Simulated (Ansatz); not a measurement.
`OC[SiH2]CCl`, relaxed with RKS PBE0-D4/def2-TZVP in Ansatz from a PBE-D4/def2-SVP geometry. The force threshold is 0.005 eV/Å; the program also tests the step.

Charge 0, multiplicity 1.

Start:

```xyz
12

O    -0.041    1.819    1.144
C     0.789    1.264    0.137
Si   -0.101   -0.018   -0.969
C    -0.467   -1.575    0.078
Cl   -1.348   -1.122    1.609
H    -0.436    1.069    1.634
H     1.728    0.800    0.542
H     1.135    2.099   -0.511
H     0.778   -0.459   -2.115
H    -1.403    0.521   -1.489
H     0.468   -2.085    0.387
H    -1.102   -2.314   -0.449
```

| step | energy (eV) | largest force (eV/Å) | largest move (Å) |
| --- | --- | --- | --- |
| 1 | -24625.4813 | 0.702 | 0.000 |
| 2 | -24625.5321 | 0.305 | 0.057 |
| 3 | -24625.5401 | 0.117 | 0.029 |
| 4 | -24625.5411 | 0.047 | 0.020 |
| 5 | -24625.5413 | 0.008 | 0.006 |
| 6 | -24625.5413 | 0.008 | 0.006 |
| 7 | -24625.5413 | 0.004 | 0.003 |

End:

```xyz
12

O    -0.019    1.860    1.118
C     0.791    1.249    0.130
Si   -0.107   -0.028   -0.936
C    -0.459   -1.591    0.067
Cl   -1.331   -1.180    1.581
H    -0.452    1.167    1.627
H     1.695    0.796    0.567
H     1.146    2.051   -0.525
H     0.756   -0.438   -2.080
H    -1.396    0.513   -1.436
H     0.461   -2.097    0.361
H    -1.084   -2.301   -0.475
```

Hardware: 4 threads of a server CPU on a shared host. Wall time 24 s, peak host memory 0.59 GiB.
